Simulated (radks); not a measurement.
Charge is removed step by step from the 5d up level of the hafnium ion Hf2+, starting from [Xe] 4f14 5d(up 2, down 0). Method: scalar-relativistic Kohn-Sham, SCAN, spin-polarised, spherical densities, finite nucleus; meta-GGA in the generalised Kohn-Sham scheme; Fermi nuclear charge, rms radius 5.347 fm; computed with a radial shooting solver on a logarithmic mesh with Libxc functionals.

removed (e),E - E(0) (eV),eigenvalue (eV),E minus straight line (eV)
0,0.000,-17.297,0.000
0.25,4.625,-19.703,-0.935
0.5,9.856,-22.189,-1.263
0.75,15.727,-24.748,-0.953
1,22.239,-27.372,0.000

Removing the whole electron costs 22.239 eV by Delta-SCF, against 17.297 eV from minus the eigenvalue at the starting occupation. Slater's transition state (half an electron removed) gives 22.189 eV. Integrating minus the eigenvalue over the occupation (Janak's theorem) gives 22.237 eV. In this scalar-relativistic scheme the density is built from large components alone, so the theorem holds only approximately. The mean slope of the eigenvalue, de/dn, is 10.1 eV per electron. Ionisation energy of Hf2+ in the NIST Atomic Spectra Database: 22.55 eV (theoretical).
